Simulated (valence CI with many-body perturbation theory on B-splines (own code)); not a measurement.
## Which ion has this spectrum?

A relativistic CI+MBPT calculation for an atom or ion with 13 electrons gives these levels (cm⁻¹):

| J | Parity | E | g |
| --- | --- | --- | --- |
| 1/2 | odd | 0 | 0.66 |
| 3/2 | odd | 789430 | 1.33 |
| 1/2 | even | 866452 | 2.27 |
| 3/2 | even | 1504591 | 1.66 |
| 5/2 | even | 1600199 | 1.37 |
| 3/2 | even | 1729918 | 0.94 |
| 1/2 | even | 1795369 | 1.19 |
| 3/2 | even | 2101579 | 0.84 |
| 5/2 | even | 2195416 | 1.28 |
| 5/2 | even | 2425821 | 1.33 |
| 1/2 | even | 2588923 | 1.85 |
| 3/2 | odd | 2608153 | 1.23 |
| 3/2 | even | 2629498 | 1.20 |
| 3/2 | odd | 2721049 | 0.54 |

The energies are calculated, and their last digits are not significant.

Problem. Which is it?
A. Pr46+
B. La44+
C. Ba43+
D. Cs42+

Solution. C. Ba43+, ground level (3s^2 3p1/2) J=1/2.
